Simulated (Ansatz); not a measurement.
Cost and result for the atomization energy of `[Cl][Ga]([Cl])[I]` (4 atoms, 3 bonds).

The species carries charge 0 and has multiplicity 1. Correlated methods include outer-core shells of Ga, I, which these sets cover unevenly. Scalar relativity is left out up to krypton. I takes the def2 core potential. Geometry: relaxed with PBE0-D4/def2-TZVP. Program: Ansatz. All runs use 4 threads of a server CPU on a shared host. Times are those of one run each, without the atoms' runs, and a repeat can differ threefold. Electronic energies, without spin–orbit coupling; frozen cores. CCSD(T)/CBS adds CCSD(T) − MP2 in def2-TZVPP to the MP2 limit, and its time is that of the two runs behind it. T1 = 0.010. With those shells the extrapolation isn't a true limit. B3LYP takes the VWN-RPA correlation (the form of Gaussian; ORCA's B3LYP/G).

CCSD(T)/CBS is a level of theory with its own doubt, some kJ/mol a heavy atom from the limit and from the frozen cores, so smaller differences don't rank the functionals.

```
                            level  functions  wall time
             revPBE-D4/def2-TZVPP        182      1.1 s
  PBE-D4/def2-TZVPP (with forces)        182      1.5 s
                 CCSD(T)/def2-SVP         94      1.8 s
              BHLYP-D4/def2-TZVPP        182      2.4 s
          CAM-B3LYP-D4/def2-TZVPP        182      2.7 s
               RPA@PBE/def2-TZVPP        182      3.1 s
B3LYP-D4/def2-TZVPP (with forces)        182      3.3 s
              PBE-QIDH/def2-TZVPP        182      3.5 s
               ωB97X-V/def2-TZVPP        182      4.9 s
                B97M-V/def2-TZVPP        182      5.5 s
                   MP2/def2-QZVPP        311      8.5 s
               CCSD(T)/def2-TZVPP        182       21 s
                CCSD(T)/CBS(def2)          –       29 s
```

Task: What atomization energy does each give, and how far from CCSD(T)/CBS? (Estimate.)

Result: Ansatz gave: 
```json
{"level": "revPBE-D4/def2-TZVPP", "atomization (kJ/mol)": "980.4", "difference from CCSD(T)/CBS": "-37.9", "per bond": "-12.6"}
{"level": "PBE-D4/def2-TZVPP (with forces)", "atomization (kJ/mol)": "1019.9", "difference from CCSD(T)/CBS": "1.6", "per bond": "0.6"}
{"level": "CCSD(T)/def2-SVP", "atomization (kJ/mol)": "933.7", "difference from CCSD(T)/CBS": "-84.6", "per bond": "-28.2"}
{"level": "BHLYP-D4/def2-TZVPP", "atomization (kJ/mol)": "954.0", "difference from CCSD(T)/CBS": "-64.3", "per bond": "-21.4"}
{"level": "CAM-B3LYP-D4/def2-TZVPP", "atomization (kJ/mol)": "967.9", "difference from CCSD(T)/CBS": "-50.4", "per bond": "-16.8"}
{"level": "RPA@PBE/def2-TZVPP", "atomization (kJ/mol)": "875.5", "difference from CCSD(T)/CBS": "-142.8", "per bond": "-47.6"}
{"level": "B3LYP-D4/def2-TZVPP (with forces)", "atomization (kJ/mol)": "962.5", "difference from CCSD(T)/CBS": "-55.8", "per bond": "-18.6"}
{"level": "PBE-QIDH/def2-TZVPP", "atomization (kJ/mol)": "1030.3", "difference from CCSD(T)/CBS": "12.0", "per bond": "4.0"}
{"level": "ωB97X-V/def2-TZVPP", "atomization (kJ/mol)": "1010.7", "difference from CCSD(T)/CBS": "-7.6", "per bond": "-2.5"}
{"level": "B97M-V/def2-TZVPP", "atomization (kJ/mol)": "1018.3", "difference from CCSD(T)/CBS": "0.0", "per bond": "0.0"}
{"level": "MP2/def2-QZVPP", "atomization (kJ/mol)": "1070.5", "difference from CCSD(T)/CBS": "52.2", "per bond": "17.4"}
{"level": "CCSD(T)/def2-TZVPP", "atomization (kJ/mol)": "986.8", "difference from CCSD(T)/CBS": "-31.5", "per bond": "-10.5"}
{"level": "CCSD(T)/CBS(def2)", "atomization (kJ/mol)": "1018.3", "difference from CCSD(T)/CBS": "0.0", "per bond": "0.0"}
```

In def2-TZVPP, CCSD(T) changes the Hartree–Fock value by +243.9 kJ/mol (the triples alone add +30.0 kJ/mol) and MP2 by +310.2 kJ/mol; breaking electron pairs costs correlation energy, which Hartree–Fock lacks. From r2SCAN to r2SCAN0 (25 % exact exchange), in def2-TZVPP and without D4, the atomization energy moves by −20.1 kJ/mol: exact exchange takes away binding that semilocal exchange gives to molecules. Leaving LDA and LC-ωPBE aside and taking each functional with its dispersion term where it has one, the values, not all of them listed here, spread over 79.8 kJ/mol, from BLYP-D4 to PBE-QIDH. LDA lies +163.0 kJ/mol from PBE without D4, its usual overbinding.

Spin–orbit coupling would lower the free I atoms strongly, and the atomization energy with them, by more than many differences here.
